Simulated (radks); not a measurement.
Results of a calculation; reference values are marked as such.
The cadmium ion Cd3+, 45 electrons, occupied as [Kr] 4d9 (the NIST ground configuration).

Code: a radial shooting solver on a logarithmic mesh with Libxc functionals. Model: scalar-relativistic Kohn-Sham, PBE, spin-unpolarised, spherical densities, finite nucleus; Fermi nuclear charge, rms radius 4.6087 fm.

Energy parts (hartree):
part                        energy
total                  -5592.16066
kinetic                 5818.92683
electron-nucleus      -13462.18052
Hartree                 2204.34363
exchange-correlation    -153.25059

Orbitals (lengths in bohr, moments of r in powers of bohr; r(90%) holds 90 % of the orbital's charge):
orbital	occ.	eigenvalue (hartree)	r(90%)
1s	2	-976.0830	0.0546
2s	2	-146.0440	0.203
2p	6	-131.1838	0.187
3s	2	-28.29687	0.527
3p	6	-23.42147	0.537
3d	10	-15.79149	0.529
4s	2	-5.19757	1.27
4p	6	-3.75836	1.40
4d	9	-1.68396	1.86

The highest occupied level is 4d at -45.823 eV. For comparison, the ionisation energy in NIST's Atomic Spectra Database is 51 eV (theoretical). In exact Kohn-Sham theory the highest level is minus the ionisation energy, but local and semilocal functionals leave it too shallow, through self-interaction and a potential that decays too fast; potentials with the right tail come closer. The electron density at the nucleus is 1.637e+05 e/bohr^3 (large components only).

Beside tabulated values, note that spin-unpolarised runs miss the spin-polarisation part of the exchange energy of open shells.
